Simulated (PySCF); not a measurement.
# Peak assignment

Atoms are numbered as in `[CH3:1][N:2]([CH3:3])[SiH2:4][SiH2:5][C:6]([F:7])([F:8])[F:9]` (H(Xn): hydrogen on atom n).

PySCF 2.14 calculation with shieldings: GIAO PBE0/pcSseg-1 and GFN2-xTB geometry; relativity neglected, rapidly exchanging positions averaged, one conformer, no solvent model.

δ = σ(ref) − σ, references computed at the same level: ¹³C and ¹H against TMS.

Task: Assign these signals to the numbered atoms. ¹³C{¹H} NMR (computed): δ 142.1, 44.2.

Result: 
| δ (ppm) | atoms | environment | reason |
| --- | --- | --- | --- |
| 142.1 | C6 | CF3 carbon | 3 electronegative neighbours deshield it |
| 44.2 | C1/C3 | methyl carbon bonded to N | deshielded by the electronegative neighbour |

Task: Assign these signals to the numbered atoms. ¹H NMR (400 MHz, computed): δ 5.24 (t, 2H), 4.18 (m, 2H), 2.58 (s, 6H).

Result: 
5.24 → H(Si4), hydrogen on a silicon bonded to N, Si
4.18 → H(Si5), hydrogen on a silicon bonded to C, Si
2.58 → H(C1)/H(C3), hydrogen on a methyl carbon bonded to N: its carbon carries N, which withdraws density

Splittings by ¹⁹F in the carbon and heteronuclear signals aren't shown, as no couplings were computed. Shifts are as computed. Against solution values, carbons near 30 ppm lie about +3 ppm off and those near 130 ppm about +5 ppm. Of 1309 compounds with measured shifts, 239 miss one by over three times the rms of a fit or turn the order of signals round; such compounds aren't used in these exercises. No couplings were computed; multiplicities are counted from neighbouring protons, with m where these are inequivalent, close in shift, in a saturated or five-membered ring or joined by F or P, and br s for small geminal =CH2 splittings.
